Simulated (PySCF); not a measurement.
**Small edits and their spectra**

Starting compound: `CO[SiH2]c1ccccc1`, C$_{7}$H$_{10}$OSi.

$^{1}$H NMR (400 MHz, computed): δ 7.83 (d, 2H), 7.66 (m, 2H), 7.66 (m, 1H), 5.39 (s, 2H), 4.02 (s, 3H). $^{13}$C{$^{1}$H} NMR (computed): δ 139.3 (CH), 137.0 (C), 135.4 (CH), 132.9 (CH), 54.2 (CH3).

[PySCF 2.14.0 with density-fitted response routines: GIAO PBE0/pcSseg-1 shieldings; structure optimised with GFN2-xTB; averaged over atoms made equivalent by symmetry, fast rotation or ring inversion; non-relativistic; no solvent; single conformer]

δ = σ(ref) − σ, references computed at the same level: TMS for $^{1}$H, $^{13}$C. Where no couplings were computed, multiplicities follow the n + 1 count of equivalent neighbours, and m marks all less simple cases (inequivalent or close neighbours, rings, F or P nearby). Shifts are as computed. Against solution values, carbons near 30 ppm lie about +3 ppm off and those near 130 ppm about +5 ppm; carbons on Cl a further +6 ppm. Of 1309 compounds with measured shifts, 239 miss one by over three times the rms of a fit or turn the order of signals round; such compounds aren't used in these exercises. Carbons bonded to Cl come out too deshielded. OH and NH positions are gas-phase values without hydrogen bonding to other molecules.

Question: What are the spectra after this edit: NH inserted into a Si-C bond, giving `CO[SiH2]Nc1ccccc1`?

Answer: $^{1}$H NMR (400 MHz, computed): δ 7.41 (m, 2H), 6.91 (t, 1H), 6.59 (d, 2H), 5.42 (s, 2H), 3.93 (s, 3H), 3.25 (br s, 1H). $^{13}$C{$^{1}$H} NMR (computed): δ 151.1 (C), 135.1 (CH), 122.0 (CH), 117.8 (CH), 52.4 (CH3).

Question: What are the spectra after this edit: H on C replaced by Cl, giving `CO[SiH2]c1cccc(Cl)c1`?

Answer: $^{1}$H NMR (400 MHz, computed): δ 7.86 (d, 1H), 7.64 (m, 1H), 7.61 (m, 1H), 7.48 (s, 1H), 5.36 (s, 2H), 4.02 (s, 3H). $^{13}$C{$^{1}$H} NMR (computed): δ 144.9 (C), 139.8 (C), 138.6 (CH), 137.6 (CH), 136.1 (CH), 134.5 (CH), 54.3 (CH3).
